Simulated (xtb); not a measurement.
MoO3, triplet, geometry from GFN2-xTB (such geometries of metal compounds can be far from the true shape) (the multiplicity is a formal guess). Base run: xtb with GFN2-xTB.

Input for xtb:
```
$ xtb mol.xyz --gfn 2 --uhf 2 --json

# file mol.xyz
4

Mo    -0.00000000    -0.00000000    -0.00000000
O     -1.13275813    -1.19874541    -0.10089366
O     -0.10242080     1.31893326    -0.99006873
O      1.23517894    -0.12018786     1.09096239
```

Each row names what was changed in the base input (with any setting that the change needs).

| change | ΔE vs base (kJ/mol) | G_solv (kcal/mol) | SCF cycles |
|---|---|---|---|
| base | 0.00 | - | 18 |
| alpb = dmf | -39.1 | -9.40 | 18 |
| etemp = 5000 | -82.0 | - | 16 |
| etemp = 3000 | -37.2 | - | 16 |
| alpb = water | -14.88 | -3.82 | 18 |
| gbsa = toluene | -8.03 | -1.92 | 17 |

ALPB and GBSA are two models with their own fitted parameters for each solvent, which aren't always the measured dielectric constant.
